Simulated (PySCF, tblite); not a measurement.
One entry of a table of gas-phase calculations, keyed by method. Lists by class give the value and the number of equivalent atoms.

```json
{
 "formula": "C5H10O3",
 "smiles": "CO[C@@H]1OC[C@H](C)O1",
 "inchi": "InChI=1S/C5H10O3/c1-4-3-7-5(6-2)8-4/h4-5H,3H2,1-2H3/t4-,5+/m0/s1",
 "charge": 0,
 "multiplicity": 1,
 "geometry_level": "GFN2-xTB",
 "atoms_angstrom": [
  ["C", 2.466, 0.629, -0.724],
  ["O", 1.13, 0.813, -0.311],
  ["C", 0.799, 0.119, 0.856],
  ["O", 0.668, -1.249, 0.627],
  ["C", -0.654, -1.434, 0.148],
  ["C", -1.423, -0.19, 0.651],
  ["C", -2.065, 0.606, -0.477],
  ["O", -0.414, 0.564, 1.325],
  ["H", 2.673, -0.427, -0.923],
  ["H", 3.16, 0.991, 0.042],
  ["H", 2.582, 1.211, -1.635],
  ["H", 1.576, 0.269, 1.624],
  ["H", -1.027, -2.372, 0.561],
  ["H", -0.658, -1.479, -0.947],
  ["H", -2.169, -0.45, 1.41],
  ["H", -1.295, 0.942, -1.167],
  ["H", -2.57, 1.477, -0.068],
  ["H", -2.788, -0.013, -1.002]
 ],
 "electronic_structure_code": "PySCF",
 "results": {
  "GFN2-xTB geometry": {
   "point_group": "C1",
   "rotational_constants_GHz": [3.493, 1.688, 1.488]
  },
  "PBE0/pcSseg-1 ground state and GIAO shieldings, non-relativistic": {
   "dipole_D": 1.28,
   "homo_eV": -7.56,
   "lumo_eV": 1.56,
   "shift_vs_computed_TMS_C_by_class_ppm": [
    [123.1, 1],
    [76.2, 1],
    [72.4, 1],
    [55.1, 1],
    [25.4, 1]
   ],
   "shift_vs_computed_TMS_H_by_class_ppm": [
    [5.76, 1],
    [4.35, 1],
    [4.21, 1],
    [3.61, 1],
    [3.47, 3],
    [1.33, 3]
   ],
   "shielding_other_nuclei_by_class_ppm": [
    ["O", 204.2, 1],
    ["O", 228.6, 1],
    ["O", 250.0, 1]
   ],
   "charges_hirshfeld_e_by_atom": [-0.04, -0.15, 0.16, -0.16, -0.01, 0.04, -0.13, -0.15, 0.04, 0.04, 0.05, 0.04, 0.05, 0.04, 0.04, 0.04, 0.04, 0.04]
  },
  "GFN2-xTB harmonic vibrations, gas phase": {
   "strongest_ir_bands_cm-1_km_per_mol_modes": [
    [964.2, 64.7, 1],
    [981.7, 205.7, 1],
    [1050.3, 64.5, 1],
    [1070.4, 168.1, 1],
    [1084.9, 138.8, 1],
    [2864.6, 64.1, 1]
   ],
   "zpe_kcal_per_mol": 93.4
  }
 }
}
```

In atomic units the dipole is 0.50 e·bohr (1 au = 2.5417 D). With B = h/(8π²I), that is 505.379 GHz u Å² over I, the principal moments of inertia are 144.7, 299.5 and 339.5 u Å² (most abundant isotopes).

One conformer (not necessarily the lowest) at the GFN2-xTB geometry, without solvent or vibrations. NMR classes are plain means over equivalent atoms (diastereotopic ones count apart unless rotation or inversion swaps them), as if these changed places fast; in this geometry the members of some classes differ.
